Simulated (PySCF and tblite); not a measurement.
The numbers below are computed, except where a source is named.
C₉H₇F₃O, numbered as in [OH:1][c:2]1[cH:3][cH:4][c:5]2[c:6]([cH:7]1)[C@H:8]([C:9]([F:10])([F:11])[F:12])[CH2:13]2.

Level: PBE0-D3(BJ)/6-31G*//GFN2-xTB, thermal terms from GFN2-xTB, symmetry numbers and mirror pairs counted. Conformers within 2.5 kcal/mol (GFN2-xTB free energy) were kept, 3 at most. Of two unlike H on one atom, a is the less shielded (PBE0/6-31G*). Programs: PySCF with density fitting and tblite.

An NOE distance is ⟨r⁻⁶⟩^(−1/6) over all pairs of like atoms and, for the average, over conformers.

Torsions listed: H1–O1–C2–C3. The 4-ring runs over atoms 5–6–8–13.

| conformer | shape | weight % |
| --- | --- | --- |
| 1 | 4-ring flat; -179° | 54.1 |
| 2 | 4-ring flat; -1° | 45.9 |

Problem. Which H–H contacts under 3.5 Å would NOEs report (pairs on one atom left out) at 298.15 K?

Solution. 
```
       pair  in 1 (Å)  in 2 (Å)  average (Å)
  H3 ··· H4      2.49      2.47         2.48
H8 ··· H13b      2.48      2.48         2.48
  H1 ··· H3      3.47      2.23         2.51
  H1 ··· H7      2.29      3.53         2.51
H8 ··· H13a      3.04      3.04         3.04
  H7 ··· H8      3.48      3.50         3.49
```

Longer pairs under the limit may be missing.


Conformer gaps in 6-31G* on xTB geometries can be 2 kcal/mol off for S=O, P=O and other polar bonds.